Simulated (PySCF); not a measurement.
A run for PySCF: R-MP2/6-31G* on H2O (SMILES O).

```python
from pyscf import gto, scf, dft, mp
from pyscf.data.elements import chemcore

mol = gto.M(
    atom='''
    O     0.19409571   -0.24297724   -0.15294749
    H     1.11836467   -0.32533300   -0.41005480
    H     0.13561133    0.59976545    0.31296692
    ''',
    basis='6-31g*',
    cart=True,
    charge=0, spin=0, verbose=3, max_memory=1800)
mf = scf.RHF(mol)
mf.conv_tol = 1e-8
mf.max_cycle = 100
mf.kernel()
if not mf.converged:
    mf = mf.newton().run(mf.mo_coeff, mf.mo_occ)
pt = mp.MP2(mf, frozen=chemcore(mol)).run()
```

Task: Predict the final total energy.

Result: -76.1968 hartree.
